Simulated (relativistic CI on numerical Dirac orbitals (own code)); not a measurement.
**Ag2+: sensitivity of the levels to the model**

Base calculation: Dirac-Coulomb-Breit CI, separate exchange-only KLI orbitals for each configuration, QED by a radiative potential, valence Slater integrals scaled by 0.85, P86 correlation energy added to each configuration.

Configuration list (outside the closed core [Kr]): 4d9, 4d8.5s, 4d8.5p, 4d8.4f, 4d8.5d, 4d8.6s, 4d8.6p, 4d7.5s.5p, 4d8.7s, 4d8.6d, 4d8.7p, 4d8.5f, 4d8.5g, 4d8.7d, 4d8.6f, 4d7.5s2, 4d6.5s2.5p, 4d6.4f.5s2, 4d6.5s2.5d, 4d6.5s2.6s, 4d6.5s2.6p, 4d7.5s.6s, 4d6.5s.5p.6s, 4d6.4f.5s.6s, 4d6.5s.5d.6s, 4d6.5s.6s2, 4d6.5s.6s.6p. Double excitations out of closed p, d and f shells are left out; levels of such configurations are missing from the list, as are those of other unlisted configurations, and high levels can miss mixing partners.

Variants: (1) no correlation estimate; (2) valence Slater integrals scaled by 0.75; (3) non-relativistic limit; (4) only the first 3 configurations. Shifts of the energy above 4d9 2D_5/2, in cm⁻¹, for the lowest level and the first level of each name with at least 55 % of one term (blank where a level changes its place among those of its configuration and J or its character, or is not in the variant):

```csv
Level,Base,Δ(1),Δ(2),Δ(3),Δ(4),Measured
4d9 2D_5/2,0.0,0.0,0.0,0.0,0.0,0.0
4d9 2D_3/2,4362.2,-1.7,-20.1,-4362.2,+27.4,4607.0
4d8.5s 4F_9/2,65806.1,-4434.3,+1214.7,+13246.8,-318.8,63250.0
4d8.5s 4F_7/2,68294.4,-4434.9,+1138.7,+10758.5,-296.1,65764.0
4d8.5s 4F_5/2,70546.1,-4434.4,+1161.9,+8506.8,-309.8,68145.0
4d8.5s 4F_3/2,71768.1,-4433.9,+1072.8,+7284.8,-303.3,69351.0
4d8.5s 2F_7/2,74804.3,-4442.4,+374.5,+10874.7,-10.4,71691.0
4d8.5s 4P_5/2,79941.6,-4440.2,-14.4,+12055.1,-91.5,76406.0
4d8.5s 4P_1/2,82785.0,-4439.1,-331.3,+9211.7,-145.7,
4d8.5s 2D_5/2,85378.4,-4435.9,-277.8,+7304.4,-120.3,82231.0
4d8.5s 2G_9/2,88690.1,-4440.5,-1070.9,+10017.6,-114.4,85599.0
4d8.5s 2G_7/2,88814.4,-4440.6,-1073.9,+9893.3,-107.1,85727.0
4d8.5s 2P_3/2,89393.9,-4453.7,-1012.8,+9196.4,+334.0,
4d8.5s 2P_1/2,89984.5,-4456.7,-1171.2,+8605.8,+397.0,
4d8.5s 2S_1/2,115358.4,-4443.9,-4036.1,+9551.9,-35.7,
4d8.5p 4D°_7/2,115571.5,-5853.2,+1563.4,+8834.8,+508.0,
4d8.5p 4D°_5/2,119109.4,-5853.1,+1513.1,+5296.8,+486.4,
4d8.5p 4G°_11/2,120415.4,-5841.6,+1194.6,+6570.9,-20.4,
4d8.5p 4G°_7/2,121364.4,-5846.3,+1204.0,+5622.0,+164.1,
4d8.5p 4D°_3/2,121838.5,-5853.4,+1505.4,+2567.7,+483.2,
4d8.5p 4F°_9/2,122283.2,-5853.7,+1017.4,+6525.1,+440.8,
4d8.5p 4G°_5/2,122942.1,-5845.4,+1082.6,+4044.2,+126.6,
```

For a near-neutral ion this model can misplace configurations by up to about 10,000 cm⁻¹ (more where the count of f electrons changes) and terms by 10 to 25 % of their spread. Rates follow the energies as ν³ (E1, M1) or ν⁵ (E2), so they and the lifetimes can be off by large factors. The fine structure of a lone outer electron comes out too small, for d and f at times inverted, and misplaced configurations move strength between like terms. 10 of the 13 excited levels that our extract of the measured tables holds in this range could be paired (the sources list more); they are missed by 2612 cm⁻¹ on average and 3536 at most, and levels without a partner can miss by more.

Measured levels: Moore, Atomic Energy Levels, vol. III, NSRDS-NBS 35 (1971 reprint of NBS Circular 467, 1958).

Ionisation energy from the two ground configurations alone: base 34.4 eV; no correlation estimate 33.07 eV; valence Slater integrals scaled by 0.75 34.52 eV. The NIST ASD value (semi-empirical) is 34.8 eV.

LS names give the leading component of a level, which can be under half, so a name can repeat, a term be missing and a line seem to break the LS rules.
